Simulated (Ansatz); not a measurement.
Born–Oppenheimer molecular dynamics of C$_{2}$H$_{7}$ClO$_{3}$Si (14 atoms, charge 0, multiplicity 1). It starts from a relaxed structure.

Method: Ansatz 0.2.0, RKS PBE0-D4/STO-3G.

```
ensemble        : NVT, Langevin thermostat
time step       : 0.5 fs
steps asked     : 150
set temperature : 500 K
friction        : 0.02 /fs
seed            : 984241
```

First frame:

```xyz
14
Properties=species:S:1:pos:R:3
Si -0.071 -0.075 -0.500
O -0.158 -0.174 1.183
H -0.728 -0.987 1.385
O 1.514 0.030 -1.058
C 2.340 -1.069 -0.583
H 2.003 -2.054 -0.966
H 3.364 -0.893 -0.957
H 2.386 -1.129 0.524
O -0.743 1.338 -1.125
C -2.124 1.525 -0.709
H -2.240 1.585 0.393
H -2.468 2.482 -1.138
H -2.796 0.724 -1.081
Cl -1.068 -1.806 -1.240
```

(1) How far do the bonds stretch over the last three quarters of this one trajectory? (Pairs bonded in most of those frames.)

Results:

(1) 
```tsv
bond	mean (Å)	spread (Å)	shortest	longest
Si1–O2	1.691	0.045	1.62	1.79
Si1–O4	1.668	0.062	1.58	1.78
Si1–O9	1.683	0.055	1.58	1.77
Si1–Cl14	2.148	0.041	2.09	2.24
O2–H3	1.013	0.018	0.98	1.05
O4–C5	1.444	0.022	1.41	1.48
C5–H6	1.116	0.013	1.09	1.14
C5–H7	1.110	0.030	1.06	1.16
C5–H8	1.116	0.033	1.06	1.17
O9–C10	1.461	0.053	1.37	1.54
C10–H11	1.113	0.042	1.04	1.18
C10–H12	1.110	0.037	1.04	1.17
C10–H13	1.113	0.031	1.06	1.17
```

Mean temperature of the second half: 448 K. The mean temperature of the second half is 10 % below the set value. A run of 0.075 ps of so small a system gives no equilibrium averages. Limits of this set-up: minimal basis.

Run time: 9.6 min on 1 thread of Arm Neoverse V2 (shared host), peak memory 0.14 GiB.
